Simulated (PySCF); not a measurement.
Rigid-rotor lines calculated for a species of formula C6H11F3 (commonest isotopes; PBE0-D3(BJ)/def2-SVP geometry optimisation, gas phase (PySCF)), labelled J(Ka,Kc):

```csv
transition,MHz
"1(1,1) ← 1(0,1)",780.4
"2(2,0) ← 1(1,0)",6957.9
"2(1,1) ← 1(0,1)",5471.9
"1(1,0) ← 0(0,0)",3126.1
```

(1) Find the rotational constants.

(2) What moments of inertia, asymmetry and inertial defect follow?

(3) Which dipole components do these lines need?

(4) Where do these fall, and of which type are they? 2(2,1) ← 2(1,1); 2(2,1) ← 1(1,1); 2(1,2) ← 2(0,2).

(5) Which structure gave them?

## Answers

(1) 1(1,0) ← 0(0,0) is A + B, 1(1,1) ← 1(0,1) is A − B; C enters through 2(2,0) ← 1(1,0) = A + B + 2C + 2√((B − C)² + (A − C)(A − B)). A = 1953.3, B = 1172.9, C = 1092.2 MHz.

(2) I = 505379 MHz·u·Å² over each constant: Ia = 258.74, Ib = 430.89, Ic = 462.71 u·Å²; κ = (2B − A − C)/(A − C) = -0.813 (asymmetric top); Δ = Ic − Ia − Ib = -226.92 u·Å².

(3) μc (c-type: ΔKa odd, ΔKc even). The calculation gives |μa| = 0.07 D, |μb| = 0.01 D, |μc| = 1.93 D.

(4) 
```json
{"transition": "2(1,2) ← 2(0,2)", "MHz": "706", "type": "c", "branch": "Q"}
{"transition": "2(2,1) ← 2(1,1)", "MHz": "2341", "type": "c", "branch": "Q"}
{"transition": "2(2,1) ← 1(1,1)", "MHz": "7033", "type": "c", "branch": "R"}
```

(5) `FC[C@H](C(C)(CF)C)F`, point group C1. Three constants can't fix a structure by themselves; this is the one that was computed:
```xyz
20
C6H11F3 angstrom
C     -0.996   -0.950   -0.879
C     -0.399    0.194   -0.059
C     -0.776    0.064    1.417
C     -0.961    1.505   -0.606
F     -0.450    2.580    0.083
C      1.125    0.250   -0.224
F      1.421    0.377   -1.572
C      1.926   -0.947    0.256
F      1.983   -0.981    1.625
H     -2.095   -0.886   -0.889
H     -0.736   -1.928   -0.448
H     -0.639   -0.923   -1.918
H     -1.873    0.045    1.519
H     -0.374   -0.856    1.862
H     -0.398    0.917    1.997
H     -0.699    1.621   -1.671
H     -2.059    1.515   -0.501
H      1.502    1.152    0.289
H      1.500   -1.895   -0.112
H      2.949   -0.849   -0.144
```

The values belong to one conformer (point group C1) with, in the numbering `[CH3:1][C:2]([CH3:3])([CH2:4][F:5])[C@H:6]([F:7])[CH2:8][F:9]`, C1–C2–C4–F5 -179°, C1–C2–C6–F7 57°, C2–C6–C8–F9 -74°. Stationary, but not proved a minimum. No vibrational averaging or centrifugal distortion is included, and the geometry carries the error of its method. A rigid rotor knows nothing of internal rotation, which can split or shift real lines.
